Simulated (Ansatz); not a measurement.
Si₆Mo⁻. The state is a doublet with charge -1. Geometry PBE-D4/def2-SVPD, basis def2-TZVPD, Ansatz.

```xyz
7

Mo   -0.8678    0.6889   -0.0827
Si    0.6398   -0.4346   -1.9853
Si    1.5021    1.0232    1.1116
Si    1.1145    1.6771   -1.1000
Si   -1.3340   -1.4208   -1.2110
Si   -0.6857   -1.7446    1.0125
Si   -0.3690    0.2109    2.2549
```

```
run  HOMO (eV)  LUMO (eV)
  A      -1.49       1.05
  B      -1.71       1.05
  C      -0.85       0.51
  D      -0.52       0.49
```

In the def2 sets Mo takes a core potential; there is no spin–orbit coupling. The structure comes from a short search, and lower isomers may exist.

HOMO and LUMO are taken over both spins.

**Question.** The runs used PBE, PBE0, r2SCAN, r2SCAN0. Estimate which is which.

**Answer.** A PBE0 (25 % exact exchange); B r2SCAN0 (25 % exact exchange); C r2SCAN (0 % exact exchange); D PBE (0 % exact exchange). Exact exchange lowers occupied and raises empty levels; among semilocal functionals meta-GGAs tend to open the gap a little, and such runs are hard to tell apart. The gap grows from 1.01 eV (PBE) to 2.75 eV (r2SCAN0).
